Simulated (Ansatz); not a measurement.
Two isomers of C2H5ClOSi: A = `C=C[SiH](O)Cl`, B = `C=C(Cl)O[SiH3]`.

Gas-phase electronic energies from Ansatz, PBE0-D4/def2-TZVP geometries. CBS: MP2 limit from def2 TZ/QZ plus the TZ coupled-cluster correction, frozen cores. Functionals use def2-TZVPP. B3LYP here is the variant with VWN-RPA as its local correlation; programs differ in this. One conformer a species, not always the lowest.

(1) Which isomer does CCSD(T)/CBS put lower? Give the gap. (Best estimate.)

(2) Give E(B) − E(A) in kJ/mol with B3LYP, B3LYP-D4, ωB97M-V, CCSD(T)/def2-TZVPP, PBE0-D4, PBE-D4, MP2/def2-TZVPP. (Best estimate.)

Largest T1 diagnostic: 0.012.

Answers

(1) The calculation gave: A, by 239.7 kJ/mol.

(2) Computed: B3LYP 223.6, B3LYP-D4 223.5, ωB97M-V 232.8, CCSD(T)/def2-TZVPP 233.5, PBE0-D4 225.4, PBE-D4 214.3, MP2/def2-TZVPP 239.3. None reverses the order clearly.

From PBE to PBE0 (25 % exact exchange), in def2-TZVPP and without D4, E(B) − E(A) moves by +11.0 kJ/mol. In def2-TZVPP, CCSD(T) changes the Hartree–Fock value by −8.8 kJ/mol (the triples alone add −3.6 kJ/mol) and MP2 by −3.1 kJ/mol.
